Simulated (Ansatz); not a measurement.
Consider the ligand exchange at a Ge–O bond: `[GeH3][O][GeH3]` + `NBS` → `NB[S][GeH3]` + `[OH][GeH3]`.

Calculated with Ansatz (gas phase, PBE0-D4/def2-TZVP geometries, no zero-point term in ΔE). CCSD(T)/CBS is the MP2 limit (def2-TZVPP, def2-QZVPP) plus CCSD(T) − MP2 in def2-TZVPP, frozen cores. Functionals use def2-TZVPP. For Ge outer-core shells are correlated without core-valence functions, which leaves a few kJ/mol of doubt a bond. Scalar relativity is left out up to krypton. One conformer a species, not always the lowest.

| level | ΔE (kJ/mol) |
| --- | --- |
| CAM-B3LYP-D4 | -7.9 |
| PBE | -21.6 |

(1) What does CCSD(T)/CBS give? (Estimate.)

Largest T1 diagnostic among the species: 0.012.

Results:

(1) Computed: -14.0 kJ/mol. The listed levels differ from it by 6.1, -7.6 kJ/mol.

At CCSD(T), def2-SVP lies +15.2 kJ/mol from the extrapolated value and def2-TZVPP +3.2 kJ/mol. Leaving LDA and LC-ωPBE aside and taking each functional with its dispersion term where it has one, the values, not all of them listed here, spread over 14.5 kJ/mol, from PBE-D4 to CAM-B3LYP-D4. In def2-TZVPP, CCSD(T) changes the Hartree–Fock value by −9.8 kJ/mol (the triples alone add −1.6 kJ/mol) and MP2 by −12.8 kJ/mol.
